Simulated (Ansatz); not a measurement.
Reaction (redistribution): `C#CBN` + `[Na][SH]` → `NBS` + `C#[C][Na]`

Calculated with Ansatz (gas phase, PBE0-D4/def2-TZVP geometries, no zero-point term in ΔE). CBS: MP2 limit from def2 TZ/QZ plus the TZ coupled-cluster correction, frozen cores. Functionals use def2-TZVPP. For Na outer-core shells are correlated without core-valence functions, which leaves a few kJ/mol of doubt a bond. Each species was taken in one conformer, which may not be the lowest.

(1) Is it downhill or uphill in electronic energy at CCSD(T)/CBS, and by how much? (An estimate is asked.)

(2) What do these levels give: ωB97M-V, BLYP, PBE0, MP2/def2-TZVPP, HF/def2-QZVPP, MP2/def2-QZVPP? (An estimate is asked.)

(3) What do rigid-rotor, harmonic-oscillator terms from PBE0-D4/def2-TZVP frequencies (298.15 K, 1 bar) make of the CCSD(T)/CBS value? (An estimate is asked.)

Largest T1 diagnostic among the species: 0.014.

## Answers

(1) The calculation gave: Uphill: ΔE = +69.7 kJ/mol.

(2) Ansatz gave: ωB97M-V 66.0, BLYP 76.1, PBE0 72.0, MP2/def2-TZVPP 62.7, HF/def2-QZVPP 78.6, MP2/def2-QZVPP 69.4 kJ/mol.

(3) Computed: ΔZPE = -0.8 kJ/mol, ΔH = +69.7 kJ/mol, ΔS = -7 J/(mol·K), ΔG = +71.7 kJ/mol.

At CCSD(T), def2-SVP lies −9.2 kJ/mol from the extrapolated value and def2-TZVPP −10.4 kJ/mol. In def2-TZVPP, CCSD(T) changes the Hartree–Fock value by −17.3 kJ/mol (the triples alone add −3.0 kJ/mol) and MP2 by −13.9 kJ/mol.
